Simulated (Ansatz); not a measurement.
`[CH3][SnH2][GaH2]` + `CCN` → `CC[NH][GaH2]` + `[CH3][SnH3]` at 700 K and 1 bar (cleavage of the Ga–Sn bond).

Computed with Ansatz on PBE0-D4/def2-TZVP structures; ΔE is electronic, products minus reactants. CCSD(T)/CBS is the MP2 limit (def2-TZVPP, def2-QZVPP) plus CCSD(T) − MP2 in def2-TZVPP, frozen cores. Elements past krypton have def2 core potentials. For Ga, Sn outer-core shells are correlated without core-valence functions, which leaves a few kJ/mol of doubt a bond. Scalar relativity is left out up to krypton. Each species was taken in one conformer, which may not be the lowest.

```
            species  CCSD(T)/CBS energy (Eh)  H − E (kJ/mol)  S (J/(mol·K))
`[CH3][SnH2][GaH2]`              -2180.20945           244.1          498.6
              `CCN`               -135.01652           298.7          354.6
     `CC[NH][GaH2]`              -2059.56475           329.8          453.1
      `[CH3][SnH3]`               -255.66383           202.9          368.5
```

H − E and S are ideal-gas, rigid-rotor, harmonic terms from PBE0-D4/def2-TZVP, for one conformer and one mirror image of each species. 1 Eh = 2625.50 kJ/mol, R = 8.31446 J/(mol·K).

By hand: ΔE, ΔH, ΔS and ΔG.

ΔE = (-2059.56475) + (-255.66383) − (-2180.20945) − (-135.01652) = -0.00261 Eh = -6.9 kJ/mol. Δ(H − E) = 329.8 + 202.9 − 244.1 − 298.7 = -10.1, so ΔH = -17.0 kJ/mol. ΔS = 453.1 + 368.5 − 498.6 − 354.6 = -31.6 J/(mol·K). ΔG = -17.0 − 700 × (-31.6)/1000 = 5.1 kJ/mol.

By hand: the equilibrium constant, and the temperature at which ΔG would vanish if ΔH and ΔS stayed fixed.

log₁₀ K = −ΔG/(RT ln 10) = -0.4. ΔG = 0 at ΔH/ΔS = 538 K.

TΔS isn't small against ΔH here. The sign of ΔG lies within the doubt. A doubt of 5 kJ/mol in ΔE shifts log₁₀ K by 0.4 here. Other conformers and mirror images would add mixing entropy, several J/(mol·K) or more a flexible species. Modes under 60 cm⁻¹, often nearly free rotors, make the harmonic entropy too high. These are equilibria of isolated gas molecules and say nothing of rates. Largest T1 diagnostic: 0.014 (customary marks: 0.02 for closed shells, 0.045 for open ones).
